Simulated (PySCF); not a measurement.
Computed shifts of a molecule CH₇AlO₂Si, PBE/pcSseg-1 run with PySCF, GIAO, gas phase, equivalent atoms averaged, in ppm (number of nuclei): ¹H: 4.42 (3), 3.31 (3), 2.67 (1). ¹³C: 58.5 (1). ²⁹Si: -142.7 (1). References: ¹⁷O against H2O (σ = 334.3 ppm); ¹H against TMS (σ = 31.49 ppm); ¹³C against TMS (σ = 182.0 ppm); ²⁹Si against TMS (σ = 335.4 ppm), references at their B3LYP-D3(BJ)/def2-TZVP geometries, non-relativistic. Coordinates come from a B3LYP-D3(BJ)/def2-SVP optimisation. The values are those of a single conformer.

Which structure fits?
A. C[O][Al]([OH])[SiH3]
B. C[SiH2][Al]([OH])[OH]
C. C[O][AlH][O][SiH3]
D. [OH][Al]([OH])[CH2][SiH3]

A, C[O][Al]([OH])[SiH3]
